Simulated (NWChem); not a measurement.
Molecule: InH2I; SMILES [InH2][I]

```xyz
4

In     0.0000     0.0000    -1.3591
H      0.0000     1.5717    -2.0520
H      0.0000    -1.5717    -2.0520
I      0.0000     0.0000     1.3339
```
Atoms are numbered in this order, from 1.

The geometry was optimised at PBE0/def2-SVP. No frequency run checked for a minimum. def2 effective core potentials on In, I; no spin-orbit coupling.

Symmetry labels are those of C2v in the frame above (b1 and b2, or b-type labels, depend on it).

List the 4 lowest vertical singlet excitations from B3LYP/def2-SVPD with def2 effective core potentials on In, I, TDA (NWChem).


```csv
state,energy (eV),oscillator strength,symmetry,leading excitation (squared amplitude)
S1,3.73,0.000,a2,HOMO → LUMO (1.00)
S2,4.38,0.042,a1,HOMO−1 → LUMO (0.93)
S3,4.75,0.024,b2,HOMO → LUMO+1 (0.98)
S4,4.90,0.001,b1,HOMO−2 → LUMO (0.98)
```
